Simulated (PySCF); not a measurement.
C2H7FOSi, SMILES CCO[SiH2]F.

Geometry optimised at B3LYP-D3(BJ)/def2-SVP. One conformer was computed; it need not be the lowest.

These are PySCF with TDDFT-PBE/def2-SVPD values and carry that method's errors.

Vertical excitations. 

Computed excitation energies, oscillator strengths and character:
| state | energy (eV) | λ (nm) | f | main pairs |
|---|---|---|---|---|
| S1 | 6.91 | 179 | 0.008 | HOMO→LUMO+1 54 %, HOMO→LUMO 45 % |
| S2 | 6.98 | 178 | 0.026 | HOMO→LUMO 51 %, HOMO→LUMO+1 45 % |
| S3 | 7.36 | 169 | 0.027 | HOMO−1→LUMO 95 % |
| S4 | 7.43 | 167 | 0.003 | HOMO→LUMO+2 99 % |
| S5 | 7.44 | 167 | 0.014 | HOMO−1→LUMO+1 98 % |
| S6 | 7.76 | 160 | 0.013 | HOMO→LUMO+3 98 % |
| S7 | 7.97 | 156 | 0.015 | HOMO−1→LUMO+2 95 % |
| S8 | 8.06 | 154 | 0.002 | HOMO−2→LUMO 98 % |
| S9 | 8.16 | 152 | 0.001 | HOMO−2→LUMO+1 91 % |
| S10 | 8.25 | 150 | 0.042 | HOMO→LUMO+4 82 % |
| T1 | 6.61 | 188 | 0 | HOMO→LUMO 96 % |
| T2 | 6.73 | 184 | 0 | HOMO→LUMO+1 95 % |
| T3 | 7.11 | 174 | 0 | HOMO−1→LUMO 97 % |
| T4 | 7.20 | 172 | 0 | HOMO−1→LUMO+1 95 % |
Triplets are in the Tamm–Dancoff approximation, which puts them higher than full response would, so one can lie above its singlet here.
